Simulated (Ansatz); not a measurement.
Molecule: C2H4N, charge 0, multiplicity 2. It need not be the lowest isomer of its formula. 
Structure (B3LYP-D3(BJ)/def2-TZVP (Ansatz, a first-principles code) minimum search):
```xyz
7

C      1.0609    -0.4281     0.1001
N      0.0598     0.4012     0.3023
C     -1.0973     0.1834    -0.2844
H      2.0074    -0.2363     0.5895
H      0.9717    -1.3062    -0.5459
H     -1.2666    -0.6720    -0.9447
H     -1.9123     0.8742    -0.1089
```
Charge 0, spin multiplicity 2.

Basis-set convergence of Hartree-Fock and CCSD(T) correlation energies (hartree) with Ansatz. Valence correlation only, unless marked. UHF or UKS for open shells. Spin-orbit coupling is left out. No relativistic terms.

The UHF reference is spin-contaminated (<S^2> 0.21 over the pure value in the largest basis). 

| basis | functions | E(HF) | E(corr, CCSD(T)) |
|---|---|---|---|
| cc-pVDZ | - | -132.46893 | -0.45203 |
| cc-pVTZ | 146 | (withheld) | (withheld) |

Fill in the missing entries.


- cc-pVTZ, E(HF): -132.50575
- cc-pVTZ, E(corr, CCSD(T)): -0.54861
